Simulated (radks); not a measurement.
Values are calculated unless marked as measured or tabulated.
Ionisation of Re+, [Xe] 4f14 5d5 6s1, to Re2+, [Xe] 4f14 5d5, under several functionals. Non-relativistic Kohn-Sham, spin-polarised, spherical densities, point nucleus; open shells are filled with parallel spins first (spin-orbit coupling, left out, can overturn this in heavy ions); a radial shooting solver on a logarithmic mesh with Libxc functionals.

functional                                      E(Re+) (hartree)  Exc (hartree)  IE (eV)  -e(HOMO) (eV)  <r> HOMO (bohr)  IE error (eV)
RPBE                                                 -15788.3653      -313.9362   14.944         11.649            3.095         -1.656
BP86                                                 -15789.8118      -315.3888   15.172         11.902            3.069         -1.428
B86b exchange with PBE correlation                   -15789.0697      -314.6443   15.082         11.763            3.087         -1.518
LDA (Slater exchange, Perdew-Wang correlation)       -15780.0678      -305.5612   15.339         12.006            3.069         -1.261
SCAN                                                 -15789.2546      -314.8923   15.184         12.184            3.060         -1.416
exchange-only r2SCAN                                 -15784.0205      -309.6025   14.417         11.476            3.099         -2.183
revPBE                                               -15788.2570      -313.8267   14.955         11.668            3.088         -1.645
PW91                                                 -15789.5243      -315.1048   15.141         11.821            3.085         -1.459
exchange-only LDA                                    -15772.4602      -297.8652   14.763         11.445            3.101         -1.837

NIST Atomic Spectra Database: 16.6 eV (semi-empirical). Closest: LDA (Slater exchange, Perdew-Wang correlation). The Delta-SCF values span 0.92 eV, the total energies 17.35 hartree. The highest occupied level is 6s. Relativity is left out here, which matters for elements this heavy. Open shells are spherical and high-spin; term and fine-structure splittings are not resolved.
